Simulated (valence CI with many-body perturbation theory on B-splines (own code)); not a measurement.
## E1 line list for Ti17+

Level of theory: configuration interaction combined with many-body perturbation theory (CI+MBPT): three valence electrons over a frozen Dirac-Fock core [He], a basis of 11 s, 11 p, 9 d, 7 f, 5 g, 2 h, 1 i functions for each j, with the one-electron correlation potential Σ1 (screened to all orders), the two-electron term Σ2, the three-electron term Σ3, Breit, model QED; selected single and double excitations, second order for the rest (own B-spline code, finite nucleus).

No measured levels were compared; by estimate levels of excited configurations hold to 0.05 to 0.15 % of their energy, terms of the ground configuration to about 0.5 %.

Lines 1 to 50 of 258 in falling wavelength, among levels below 6526.5 × 10³ cm⁻¹, chosen from the strongest by gf and those to the six lowest levels. Wavelengths and rates use the calculated energies, so an error of 500 cm⁻¹ moves a line at 92.27 nm by 0.46 % and its rate by three times that or more. Electric multipoles are in the length gauge, E1 and E2 with the static RPA response of the core. Weak lines are less certain than strong ones. Lines between different terms over intervals too small for the method are left out, as are lines whose strength nearly cancels. Where a level lies close to another of its J and parity, the split of strength between their lines is uncertain. The highest levels of a list are the least certain.

Names give the largest LS component (configuration and term), which can be under half, so a name can repeat, a term be missing and a line seem to break the LS rules; names also repeat where a configuration has a term twice. Letters in brackets count levels of one name in rising energy.

| λ vac (nm) | Upper | Lower | A (s⁻¹) | S (a.u.) with core polarisation | S without |
| --- | --- | --- | --- | --- | --- |
| 92.27 | 2s2p3d ⁴D°_7/2 | 2s2p3p ⁴P_5/2 | 1.72e+08 | 5.34e-01 | 5.34e-01 |
| 87.14 | 2s2p3d ⁴F°_9/2 | 2s2p3p ⁴D_7/2 | 3.42e+08 | 1.12e+00 | 1.12e+00 |
| 83.94 | 2s2p3d ⁴F°_7/2 | 2s2p3p ⁴D_5/2 | 3.59e+08 | 8.38e-01 | 8.38e-01 |
| 81.87 | 2s2p3d ²F°_7/2 [b] | 2s2p3p ²D_5/2 [b] | 3.47e+08 | 7.53e-01 | 7.52e-01 |
| 78.80 | 2p²3p ⁴P°_5/2 | 2p²3s ⁴P_5/2 | 4.07e+08 | 5.90e-01 | 5.90e-01 |
| 78.63 | 2s2p3p ⁴D_3/2 | 2s2p3s ⁴P°_3/2 | 3.01e+08 | 2.89e-01 | 2.89e-01 |
| 77.77 | 2s2p3d ⁴F°_5/2 | 2s2p3p ⁴D_3/2 | 3.36e+08 | 4.68e-01 | 4.68e-01 |
| 76.30 | 2s2p3d ²P°_3/2 [b] | 2s2p3p ²S_1/2 [b] | 2.73e+08 | 2.40e-01 | 2.40e-01 |
| 75.72 | 2s2p3d ²F°_5/2 [b] | 2s2p3p ²D_3/2 [b] | 3.01e+08 | 3.87e-01 | 3.87e-01 |
| 75.62 | 2p²3p ⁴D°_7/2 | 2p²3s ⁴P_5/2 | 7.23e+08 | 1.23e+00 | 1.24e+00 |
| 75.34 | 2p²3p ⁴D°_3/2 | 2p²3s ⁴P_1/2 | 4.94e+08 | 4.17e-01 | 4.17e-01 |
| 75.30 | 2s2p3d ⁴F°_3/2 | 2s2p3p ⁴D_1/2 | 3.55e+08 | 3.00e-01 | 3.00e-01 |
| 75.19 | 2p²3p ⁴D°_5/2 | 2p²3s ⁴P_3/2 | 6.55e+08 | 8.24e-01 | 8.25e-01 |
| 73.04 | 2s2p3d ²D°_5/2 [b] | 2s2p3p ²P_3/2 [b] | 3.40e+08 | 3.92e-01 | 3.92e-01 |
| 73.03 | 2s2p3d ²D°_5/2 [a] | 2s2p3p ⁴S_3/2 | 2.36e+08 | 2.72e-01 | 2.72e-01 |
| 71.82 | 2s²3d ²D_5/2 | 2s²3p ²P°_3/2 | 5.44e+08 | 5.97e-01 | 5.97e-01 |
| 71.30 | 2s2p3d ⁴P°_5/2 [a] | 2s2p3p ²P_3/2 [a] | 3.57e+08 | 3.83e-01 | 3.83e-01 |
| 70.92 | 2s2p3d ⁴D°_7/2 | 2s2p3p ⁴D_7/2 | 1.72e+08 | 2.43e-01 | 2.43e-01 |
| 68.59 | 2s²3p ²P°_1/2 | 2s²3s ²S_1/2 | 7.62e+08 | 2.43e-01 | 2.43e-01 |
| 68.48 | 2s2p3p ²D_5/2 [a] | 2s2p3s ²P°_3/2 [a] | 7.09e+08 | 6.74e-01 | 6.75e-01 |
| 67.37 | 2s2p3p ⁴D_7/2 | 2s2p3s ⁴P°_5/2 | 8.92e+08 | 1.08e+00 | 1.08e+00 |
| 66.52 | 2s²3d ²D_3/2 | 2s²3p ²P°_1/2 | 5.61e+08 | 3.26e-01 | 3.26e-01 |
| 65.86 | 2s2p3p ²D_5/2 [b] | 2s2p3d ⁴D°_3/2 | 3.19e+08 | 2.70e-01 | 2.70e-01 |
| 65.64 | 2s2p3p ⁴D_5/2 | 2s2p3s ⁴P°_3/2 | 8.32e+08 | 6.96e-01 | 6.97e-01 |
| 65.29 | 2s2p3p ²D_5/2 [b] | 2s2p3s ²P°_3/2 [b] | 4.22e+08 | 3.48e-01 | 3.48e-01 |
| 62.79 | 2s2p3p ²P_3/2 [b] | 2s2p3s ²P°_1/2 [b] | 5.93e+08 | 2.90e-01 | 2.90e-01 |
| 62.65 | 2s2p3d ²F°_5/2 [a] | 2s2p3p ²D_3/2 [a] | 4.96e+08 | 3.61e-01 | 3.61e-01 |
| 62.22 | 2s2p3d ²F°_7/2 [a] | 2s2p3p ²D_5/2 [a] | 8.82e+08 | 8.39e-01 | 8.39e-01 |
| 61.93 | 2s²3p ²P°_3/2 | 2s²3s ²S_1/2 | 1.03e+09 | 4.83e-01 | 4.83e-01 |
| 61.31 | 2s2p3d ²D°_3/2 [a] | 2s2p3p ²P_1/2 [a] | 4.93e+08 | 2.24e-01 | 2.24e-01 |
| 60.30 | 2s2p3p ²P_3/2 [a] | 2s2p3s ⁴P°_1/2 | 5.83e+08 | 2.53e-01 | 2.53e-01 |
| 60.01 | 2s2p3d ²F°_5/2 [a] | 2s2p3p ⁴P_3/2 | 3.52e+08 | 2.25e-01 | 2.25e-01 |
| 58.49 | 2s2p3p ⁴P_3/2 | 2s2p3s ⁴P°_5/2 | 7.17e+08 | 2.83e-01 | 2.83e-01 |
| 56.51 | 2s2p3p ²S_1/2 [a] | 2s2p3s ²P°_3/2 [a] | 1.23e+09 | 2.19e-01 | 2.19e-01 |
| 56.18 | 2s2p3p ²D_3/2 [a] | 2s2p3s ⁴P°_5/2 | 6.47e+08 | 2.26e-01 | 2.27e-01 |
| 55.23 | 2s2p3p ⁴P_5/2 | 2s2p3s ⁴P°_5/2 | 1.27e+09 | 6.35e-01 | 6.35e-01 |
| 54.44 | 2s2p3p ⁴S_3/2 | 2s2p3s ⁴P°_3/2 | 7.28e+08 | 2.32e-01 | 2.32e-01 |
| 54.41 | 2s2p3p ⁴P_1/2 | 2s2p3s ⁴P°_3/2 | 1.57e+09 | 2.50e-01 | 2.50e-01 |
| 29.26 | 2p³ ²D°_5/2 | 2s2p² ²P_3/2 | 2.38e+09 | 1.76e-01 | 1.77e-01 |
| 27.38 | 2p²3s ²D_5/2 | 2s2p3d ⁴D°_3/2 | 1.97e+09 | 1.20e-01 | 1.20e-01 |
| 27.28 | 2p²3s ²D_5/2 | 2s2p3s ²P°_3/2 [b] | 2.91e+09 | 1.75e-01 | 1.76e-01 |
| 26.60 | 2p²3s ²D_3/2 | 2s2p3s ²P°_1/2 [b] | 2.38e+09 | 8.84e-02 | 8.89e-02 |
| 24.69 | 2p³ ²D°_3/2 | 2s2p² ²S_1/2 | 2.82e+09 | 8.40e-02 | 8.43e-02 |
| 21.42 | 2p²3p ⁴P°_5/2 | 2s2p3p ⁴P_5/2 | 3.44e+09 | 9.99e-02 | 1.00e-01 |
| 21.05 | 2p³ ²P°_1/2 | 2s2p² ²P_1/2 | 8.87e+09 | 8.16e-02 | 8.20e-02 |
| 20.94 | 2p²3p ²D°_3/2 | 2s2p3p ²D_3/2 [a] | 4.72e+09 | 8.55e-02 | 8.58e-02 |
| 20.83 | 2p²3p ⁴D°_5/2 | 2s2p3p ⁴D_7/2 | 2.82e+09 | 7.54e-02 | 7.57e-02 |
| 20.81 | 2p³ ²P°_3/2 | 2s2p² ²P_3/2 | 1.10e+10 | 1.96e-01 | 1.97e-01 |
| 20.40 | 2p²3p ⁴D°_3/2 | 2s2p3p ⁴D_5/2 | 4.59e+09 | 7.69e-02 | 7.72e-02 |
| 20.18 | 2p²3s ⁴P_3/2 | 2s2p3s ⁴P°_5/2 | 4.39e+09 | 7.12e-02 | 7.15e-02 |
